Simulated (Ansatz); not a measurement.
Program: Ansatz. Geometries: PBE0-D4/def2-TZVP. ΔE: electronic, gas phase. CCSD(T)/CBS is the MP2 limit (def2-TZVPP, def2-QZVPP) plus CCSD(T) − MP2 in def2-TZVPP, frozen cores. This one scheme is used for every species. DFT in def2-TZVPP. B3LYP here is the variant with VWN-RPA as its local correlation; programs differ in this. Elements past krypton have def2 core potentials. For Br, Sn outer-core shells are correlated without core-valence functions, which leaves a few kJ/mol of doubt a bond. Scalar relativity is left out up to krypton. Each species was taken in one conformer, which may not be the lowest.

Reaction (ligand exchange at the Sn–S bond): `[SH][Sn][Cl]` + HBr → `[Cl][Sn][Br]` + H₂S

`[SH][Sn][Cl]`:

Cartesian coordinates in Å:
```
S -0.365 1.476 0.375
Sn -0.288 -0.797 1.223
Cl 0.549 -1.800 -0.766
H 0.103 1.120 -0.833
```

HBr:

Z-matrix (Å, degrees):
```
Br
H 1 1.420
```

`[Cl][Sn][Br]`:

```xyz
3

Cl    1.370    1.222    0.471
Sn   -0.198   -0.489    0.919
Br   -1.173   -0.733   -1.390
```

H₂S:

Z-matrix (Å, degrees):
```
S
H 1 1.341
H 1 1.341 2 92.3
```

| level | ΔE (kcal/mol) |
| --- | --- |
| revPBE-D4 | -9.6 |
| B3LYP-D4 | -11.1 |
| PBE-QIDH | -10.7 |
| r2SCANh | -10.8 |
| r2SCAN0 | -11.1 |
| HF/def2-SVP | -12.8 |
| MP2/def2-SVP | -10.8 |
| SCS-MP2/def2-QZVPP | -11.2 |

Q: What does CCSD(T)/CBS give? (Estimate.)

A: Ansatz gave: -11.0 kcal/mol. The listed levels differ from it by 1.4, -0.1, 0.3, 0.2, -0.1, -1.8, 0.2, -0.2 kcal/mol.

Largest T1 diagnostic among the species: 0.015.

Leaving LDA and LC-ωPBE aside and taking each functional with its dispersion term where it has one, the values, not all of them listed here, spread over 2.6 kcal/mol, from BHLYP-D4 to revPBE-D4. LDA lies +1.4 kcal/mol from PBE without D4. In def2-TZVPP, CCSD(T) changes the Hartree–Fock value by +4.1 kcal/mol (the triples alone add +0.7 kcal/mol) and MP2 by +4.0 kcal/mol. From BLYP to BHLYP (50 % exact exchange), in def2-TZVPP and without D4, ΔE moves by −1.2 kcal/mol.
